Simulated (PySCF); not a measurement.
**Structure elucidation problem**

An unknown has the formula C7H7N. Its calculated NMR data are:

1H NMR (400 MHz, computed): δ 6.30 (ddd, J = 19.1, 12.5, 6.5 Hz, 1H), 5.37 (d, J = 12.5 Hz, 1H), 5.08 (d, J = 19.1 Hz, 1H), 2.03 (d, J = 2.8 Hz, 2H), 1.89 (d, J = 6.5 Hz, 1H), 1.75 (t, J = 2.8 Hz, 1H).

13C{1H} NMR (computed): δ 147.6, 125.0, 123.8, 37.8, 22.3, 13.0 (2C).

PySCF 2.14.0 with density-fitted response routines calculation with spin–spin couplings from B3LYP/pcJ-1 (spin–dipole term only in couplings to heteroatoms), PBE0-D3(BJ)/def2-SVP structure and shieldings: GIAO CAM-B3LYP/pcSseg-1; fast rotation and ring inversion assumed for equivalent nuclei, gas phase, single conformer, no relativistic terms.

Shifts are taken against calculated references (same method and geometry level): 1H (31.33 ppm) and 13C (182.45 ppm) vs TMS.

**Question.** Deduce the structure.

**Answer.** 
1. The formula gives 5 degrees of unsaturation (2 rings in the answer).
2. 6 carbon signals for 7 carbons: some carbons are equivalent by symmetry or fast rotation.
3. Carbon types of the structure: 1 × C, 5 × CH, 1 × CH2, which accounts for all hydrogens.
4. δC 147.6: alkene CH; as expected for a trigonal carbon in a double bond.
5. δC 125.0: nitrile carbon; this is the usual window of a C≡N carbon, which has no attached hydrogen.
6. δC 123.8: terminal =CH2 carbon; as expected for a trigonal carbon in a double bond.
7. δC 37.8, 22.3, 13.0: three-membered-ring carbon.
8. δH 6.30: hydrogen on an alkene CH; a vinylic proton, deshielded by the sp2 carbon and the C=C anisotropy.
9. δH 5.37, 5.08: hydrogen on a terminal =CH2 carbon; a vinylic proton, deshielded by the sp2 carbon and the C=C anisotropy.
10. δH 2.03, 1.89, 1.75: hydrogen on a three-membered-ring carbon.
11. The protons at 5.08 and 6.30 share a coupling of 19.1 Hz (vicinal, trans across C=C).
12. The protons at 5.37 and 6.30 share a coupling of 12.5 Hz (vicinal, cis across C=C).

Structure: `C=C[C@@H]1[C@H]2[C@@H](C#N)[C@@H]12`.

The shifts were computed for this structure.

Splittings below 1 Hz are ignored in the labels, and close J values are merged. Unscaled 3J(H,H) at this level run about 10 % above measured values. Shifts are as computed, not scaled to solution data. Of 1211 compounds with measured shifts, 218 miss one by over three times the rms of a fit or turn the order of signals round; such compounds aren't used in these exercises. Couplings across =CH–CH2 type bonds come from one rotamer and its mirror image, and can be 1–2 Hz further off. 3J across rotatable bonds or in flexible rings reflects this conformer alone.
